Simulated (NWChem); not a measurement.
System: CaH$_{2}$SO; SMILES [SH][Ca][OH]

Here is an NWChem input.

```
start job
memory heap 200 mb stack 900 mb global 1100 mb
geometry units angstroms noautoz
  Ca     0.461061    -0.457799     0.338666
  O      0.295075    -2.399679    -0.025915
  H      0.149208    -3.319606    -0.248122
  S     -0.167231     2.075871     0.192122
  H     -1.231551     1.885944    -0.620795
end
basis spherical
  * library def2-svp
end
dft
  xc xwpbe 1.00 cpbe96 1.0 hfexch 1.00
  cam 0.3 cam_alpha 0.0 cam_beta 1.0
  iterations 150
  vectors input atomic output neutral.movecs
end
task dft energy
charge 1
dft
  odft
  mult 2
  vectors input atomic output cation.movecs
end
task dft energy
```

All runs use the structure optimised with PBE0/def2-SVP.

Ions are spin-unrestricted doublets at the neutral geometry; other ion states weren't tried. Functional: LC-ωPBE (HJS hole) with def2-SVP; the question gives the range parameter ω in 1/bohr.

Predict the main results of this run. (LC-wPBE (HJS exchange hole, range parameter 0.3 per bohr)/def2-SVP, vertical spin-unrestricted ions.) Quantities: vertical ionisation energy, ΔSCF (eV); −ε(HOMO) (eV).


```json
{
 "vertical ionisation energy, ΔSCF (eV)": "8.46",
 "−ε(HOMO) (eV)": "8.13"
}
```
